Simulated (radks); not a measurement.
The mean radii <r> (bohr) of the occupied orbitals of an atom or ion are listed with their occupations. All-electron calculation, scalar-relativistic Kohn-Sham, PBEsol, spin-unpolarised, spherical densities, point nucleus. Program: a radial shooting solver on a logarithmic mesh with Libxc functionals.

| orbital | occ. | <r> |
|---|---|---|
| 1s | 2 | 0.01804 |
| 2s | 2 | 0.07622 |
| 2p | 6 | 0.06835 |
| 3s | 2 | 0.1975 |
| 3p | 6 | 0.1979 |
| 3d | 10 | 0.1793 |
| 4s | 2 | 0.4406 |
| 4p | 6 | 0.4687 |
| 4d | 10 | 0.5001 |
| 5s | 2 | 1.033 |
| 5p | 6 | 1.196 |
| 4f | 14 | 0.5797 |
| 5d | 4 | 1.675 |

Name the element and its charge.

Answer. Z = 75, rhenium, charge +3: Re3+ in [Xe] 4f14 5d4. The 1s radius gives Z: for a bare nucleus <r> = (2 gamma + 1)/(2Z) with gamma = sqrt(1 - (Z/c)^2), 0.01783 bohr for Z = 75, and screening makes it slightly larger (0.01804 here). The occupations add up to 72, and the charge is Z minus that.
